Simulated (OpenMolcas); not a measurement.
**Pb IV: CASPT2 settings compared**

* Program: OpenMolcas 26.06
* Basis: ANO-RCC-VDZP [7s6p4d2f1g]
* Scalar Hamiltonian: DKH3, point nucleus
* Active space: 1 electron in 8 orbitals (6s 6p 7s 7p)
* State averaging: 2S+1 = 2 even, 1 root; 2S+1 = 2 odd, 3 roots
* Spin-orbit coupling: RASSI with atomic mean-field integrals over the reference wave functions, term energies averaged over their components

Methods on the same reference wave functions:
A. CASSCF
B. SS-CASPT2, IPEA 0.5 Eh, imaginary shift 0.3 Eh (closed shells correlated: 5d)
C. SS-CASPT2, IPEA 0.3 Eh, imaginary shift 0.2 Eh (closed shells correlated: 5d)

Energies in cm⁻¹ above 6s ²S_1/2, the measured ground level; measured values from Moore, Atomic Energy Levels, vol. III, NSRDS-NBS 35 (1971 reprint of NBS Circular 467, 1958).

```csv
Level,A,B,C,Measured
6s ²S_1/2,0.0,0.0,0.0,0.0
6p ²P°_1/2,75773,78822,78844,76158
6p ²P°_3/2,96634,99682,99705,97219
```

Deviations, from unrounded energies. A percentage is the sum of absolute deviations over the sum of measured energies, with the sign that they share, or ± where signs differ.

```json
{"Against measurement": "mean absolute deviation (cm-1)", "Levels": "2", "A": "490", "B": "2600", "C": "2600"}
{"Against measurement": "other configurations (%)", "Levels": "2", "A": "-0.6", "B": "+3.0", "C": "+3.0"}
```

A lies closest to measurement on these levels and C furthest from it. The largest miss of A in the table is 6p ²P°_3/2, by -590 cm-1. The ranking rests on the paired levels alone, and a cruder setting can come out closer through cancelling errors.

Between B and C the level of the table that moves most is 6p ²P°_1/2, by 23 cm-1 (lowest in B, highest in C).

The lowest spin-free term lies below A's lowest term by 0.290 hartree in B, 0.291 hartree in C.

With one active electron outside closed inactive shells, the extra shells (7p 7s) add no correlation to the reference. Spin-orbit splittings of 6p shells tend to come out small when the coupling is added on scalar orbitals. The basis is small and was not contracted for so high a charge. With one active electron the reference holds no correlation, so core polarisation is missing (holds for A). With one active electron, CASPT2 adds the correlation within the correlated inactive shells and between them and that electron, and leaves the splitting within a term as the reference gives it (holds for B; C). Computed and measured levels are paired by configuration, term and J; levels that our copy of the source lacks, or whose pairing is in doubt (as where it misses far off the trend of its configuration), stay unpaired and out of the deviations. Only configurations of the active space appear.

° marks odd parity.
